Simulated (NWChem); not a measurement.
Everything below was run with NWChem. System: H₃O₄P, charge 1, spin multiplicity 2, at the geometry of a parent with another charge or spin, in a state set for the comparison that need not be this species' ground state. Its SCF solution wasn't tested for a lower state. Level: UPBE/def2-TZVP.

Part of the output:

```
             Northwest Computational Chemistry Package (NWChem) 7.3.0
             --------------------------------------------------------

                                NWChem Input Module
                                -------------------

 Scaling coordinates for geometry "geometry" by  1.889725989
 (inverse scale =  0.529177249)

                             Geometry "geometry" -> ""
                             -------------------------

 Output coordinates in angstroms (scale by  1.889725989 to convert to a.u.)

  No.       Tag          Charge          X              Y              Z
 ---- ---------------- ---------- -------------- -------------- --------------
    1 O                    8.0000     0.48713200     0.08672900     1.49560900
    2 P                   15.0000     0.09534600    -0.00250600    -0.08203600
    3 O                    8.0000     1.22804000    -0.03223400    -1.05659800
    4 O                    8.0000    -0.91128600    -1.28198200    -0.08799500
    5 O                    8.0000    -0.95772200     1.23150500    -0.21869100
    6 H                    1.0000     1.27831600     0.65063100     1.60074100
    7 H                    1.0000    -0.39921000    -2.09520700    -0.26531600
    8 H                    1.0000    -1.07860300     1.45002900    -1.16348500

 Effective nuclear repulsion energy (a.u.)     275.2281933804

            Nuclear Dipole moment (a.u.)
            ----------------------------
        X                 Y               Z
 ---------------- ---------------- ----------------
     0.0000094486     0.0000132281    -0.0000000000


 Summary of "ao basis" -> "" (spherical)
 ------------------------------------------------------------------------------
       Tag                 Description            Shells   Functions and Types
 ---------------- ------------------------------  ------  ---------------------
 *                         def2-tzvp                  on all atoms

  pbe96 is a nonlocal functional; adding pw91lda local functional.

                                 NWChem DFT Module
                                 -----------------

 Summary of "ao basis" -> "ao basis" (spherical)
 ------------------------------------------------------------------------------
       Tag                 Description            Shells   Functions and Types
 ---------------- ------------------------------  ------  ---------------------
 O                         def2-tzvp                11       31   5s3p2d1f
[...]
 overlap   0.976  0.933  0.935  0.999  0.945  0.944  1.000  0.949  0.948  0.999

   alpha     81     82     83     84     85     86     87     88     89     90
    beta     81     83     82     84     85     86     88     87     89     90
 overlap   0.999  0.943  0.962  0.952  0.997  0.996  0.853  0.855  0.999  0.999

   alpha     91     92     93     94     95     96     97     98     99    100
    beta     91     92     94     93     95     97     96     98     99    100
 overlap   0.999  0.999  0.978  0.983  0.998  0.777  0.782  0.999  0.999  0.871

   alpha    101    102    103    104    105    106    107    108    109    110
    beta    101    102    103    104    105    106    107    108    110    109
 overlap   0.870  1.000  0.919  0.919  0.999  0.971  0.976  0.967  0.919  0.971

   alpha    111    112    113    114    115    116    117    118    119    120
    beta    112    111    113    115    114    116    117    118    119    120
 overlap   0.957  0.981  0.998  0.808  0.815  0.996  0.999  0.994  0.994  0.996

   alpha    121    122    123    124    125    126    127    128    129    130
    beta    121    122    123    124    125    129    130    126    128    127
 overlap   0.919  0.924  0.998  0.971  0.950  0.910  0.972  0.971  0.933  0.922

   alpha    131    132    133    134    135    136    137    138    139    140
    beta    132    131    133    135    134    136    137    137    139    140
 overlap   0.836  0.843  0.994  0.959  0.953  0.992  0.697  0.708  0.986  0.987

   alpha    141    142    143    144    145    146    147    148    149    150
    beta    141    142    143    144    145    146    147    148    149    150
 overlap   0.975  0.975  0.968  0.960  0.997  0.993  0.997  0.999  0.999  0.993

   alpha    151    152    153    154    155    156    157    158    159    160
    beta    151    153    152    154    155    156    157    158    159    160
 overlap   0.990  0.743  0.753  0.923  0.929  0.999  0.969  0.851  0.879  0.999

   alpha    161    162    163    164    165    166    167    168    169    170
    beta    161    161    164    163    165    166    167    168    169    170
 overlap   0.706  0.699  0.937  0.998  0.992  0.993  0.989  0.995  0.999  0.999

------------------------------------------------------------
EAF file 0: "./mol.aoints.0" size=524288 bytes
------------------------------------------------------------
               write      read    awrite     aread      wait
               -----      ----    ------     -----      ----
     calls:        1        66         0         0         0
   data(b): 5.24e+05  3.46e+07  0.00e+00  0.00e+00
   time(s): 0.00e+00  0.00e+00  0.00e+00  0.00e+00  0.00e+00
rate(mb/s): 0.00e+00  0.00e+00
------------------------------------------------------------

   alpha    171    172    173    174    175    176    177    178    179
    beta    171    172    173    174    175    176    177    178    179
 overlap   1.000  0.997  0.997  1.000  1.000  0.989  0.989  1.000  1.000

     --------------------------
     Expectation value of S2:
     --------------------------
      <S2> =      0.7535 (Exact =     0.7500)

 center of mass
 --------------
 x =   0.00562371 y =  -0.00015154 z =  -0.00484408

 moments of inertia (a.u.)
 ------------------
         415.676942347819           0.138410300570           4.556541271109
           0.138410300570         420.960314902383          -0.114507188157
           4.556541271109          -0.114507188157         417.043318869759

     Multipole analysis of the density
     ---------------------------------

     L   x y z        total         alpha         beta         nuclear
     -   - - -        -----         -----         ----         -------
     0   0 0 0      1.000000    -25.000000    -24.000000     50.000000

     1   1 0 0      0.345682     -0.255217      0.600889      0.000009
     1   0 1 0     -0.102383      0.031082     -0.133478      0.000013
     1   0 0 1     -0.402978      0.258383     -0.661361     -0.000000

     2   2 0 0    -21.923368    -68.786698    -63.974061    110.837391
     2   1 1 0      0.482914     -0.011359      0.378703      0.115571
     2   1 0 1      4.526507      1.575930     -0.816776      3.767353
     2   0 2 0    -16.377788    -66.985348    -64.612966    115.220527
     2   0 1 1     -0.016322     -0.037739      0.123334     -0.101917
     2   0 0 2    -20.728174    -68.235667    -64.473679    111.981171

 Task  times  cpu:      397.6s     wall:      397.6s

 Total times  cpu:      397.6s     wall:      397.6s
```

### Question
Write an NWChem input that would produce this output.

### Answer
One answer among several that fit: 
```
start mol
memory heap 200 mb stack 900 mb global 1100 mb
charge 1
geometry units angstroms nocenter noautoz noautosym
  O      0.487132     0.086729     1.495609
  P      0.095346    -0.002506    -0.082036
  O      1.228040    -0.032234    -1.056598
  O     -0.911286    -1.281982    -0.087995
  O     -0.957722     1.231505    -0.218691
  H      1.278316     0.650631     1.600741
  H     -0.399210    -2.095207    -0.265316
  H     -1.078603     1.450029    -1.163485
end
basis spherical
  * library def2-tzvp
end
dft
  xc xpbe96 cpbe96
  odft
  mult 2
  semidirect memsize 60000000 filesize 0
  iterations 100
end
task dft energy
```
